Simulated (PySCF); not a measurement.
Does the answer move with the share of exact exchange?

Compound: C3H5ClO2Si.
SMILES with atom numbers: `[Cl:1][C:2]1=[CH:3][O:4][SiH2:5][O:6][CH2:7]1` (hydrogens: H8 on C3; H9, H10 on Si5; H11, H12 on C7)

Structure used (PBE0-D3(BJ)/def2-SVP), in Å, numbered top down from 1:
```
atom  x, y, z in Å
Cl1    2.6490    0.8966   -0.7049
C2     1.1846    0.1749   -0.1240
C3     1.1759   -1.1177    0.2401
O4     0.0843   -1.7843    0.6852
Si5   -1.4217   -1.0742    0.4173
O6    -1.1396    0.5566    0.4870
C7     0.0223    1.1290   -0.0637
H8     2.0842   -1.7247    0.1933
H9    -1.9032   -1.4995   -0.9253
H10   -2.3412   -1.4648    1.5074
H11   -0.1790    1.5229   -1.0786
H12    0.3081    1.9948    0.5586
```

PySCF, pcSseg-1 basis, density fitting, gas phase, PBE0-D3(BJ)/def2-SVP geometry. One functional is left out:

| functional | exact exchange (%) | HOMO energy (eV) | LUMO energy (eV) | dipole moment (D) |
| --- | --- | --- | --- | --- |
| BLYP | 0 | -5.41 | -0.77 | 0.973 |
| BP86 | 0 | -5.68 | -1.01 | 1.015 |
| LDA | 0 | -5.74 | -1.15 | 1.003 |
| OPBE | 0 | -5.54 | -0.81 | 1.058 |
| B97-2 | 21 | -6.54 | -0.01 | 1.062 |
| BHandHLYP | 50 | -7.85 | 1.12 | 1.043 |

Predict the row of mPW1PW91 (25 % exact exchange) by straight lines through the other rows, and check it.

```tsv
property	line	computed	computed − line	B97-2 (21 %), for comparison
HOMO energy (eV)	-6.72	-6.82	-0.10	-6.54
LUMO energy (eV)	0.11	0.02	-0.09	-0.01
dipole moment (D)	1.036	1.054	+0.018	1.062
```

Which of these properties follows the share of exact exchange most closely, and which least?

Most closely the HOMO energy, least the dipole moment; the correlations over the tabulated rows are HOMO energy -0.992, LUMO energy 0.987, dipole moment 0.456. The HOMO energy moves by -0.451 eV for every 10 %. Functionals with the same share still differ in their other parts: at 0 % BLYP and LDA differ by 0.33 eV in it.
